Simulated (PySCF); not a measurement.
C4H12Si2, SMILES CC[SiH2]/C=C/[SiH3]. Heavy atoms are numbered as in [CH3:1][CH2:2][SiH2:3]/[CH:4]=[CH:5]/[SiH3:6]. Hydrogens are named by the atom that carries them.

The structure is a stationary point at B3LYP-D3(BJ)/def2-SVP. The structure was generated by enumeration; whether it is a known compound was not checked. One conformer was computed; it need not be the lowest.

Calculation: B3LYP/def2-TZVP (PySCF).

ESP charges are fitted to the potential on shells at 1.4 to 2.0 van der Waals radii. Atomic charges (e), one atom of each kind:

| atom | Löwdin | IAO | ESP fit |
|---|---|---|---|
| C1 (CH3) | -0.33 | -0.40 | -0.31 |
| C2 (CH2) | -0.41 | -0.53 | 0.03 |
| Si3 (SiH2) | 0.33 | 0.81 | 0.22 |
| C4 (CH) | -0.28 | -0.40 | -0.18 |
| C5 (CH) | -0.31 | -0.40 | -0.19 |
| Si6 (SiH3) | 0.29 | 0.65 | 0.21 |
| H on C1 | 0.12 | 0.14 | 0.08 |
| H on C2 | 0.14 | 0.14 | 0.02 |
| H on Si3 | -0.03 | -0.14 | -0.10 |
| H on C4 | 0.14 | 0.14 | 0.13 |
| H on C5 | 0.14 | 0.14 | 0.14 |
| H on Si6 | -0.04 | -0.13 | -0.06 |

Computed Mayer and Wiberg (Löwdin basis) orders of the bonds:
```tsv
bond	Mayer	Wiberg
C1–C2	0.96	1.31
C2–Si3	0.97	1.13
Si3–C4	0.95	1.10
C4–C5	1.88	2.11
C5–Si6	0.97	1.16
```
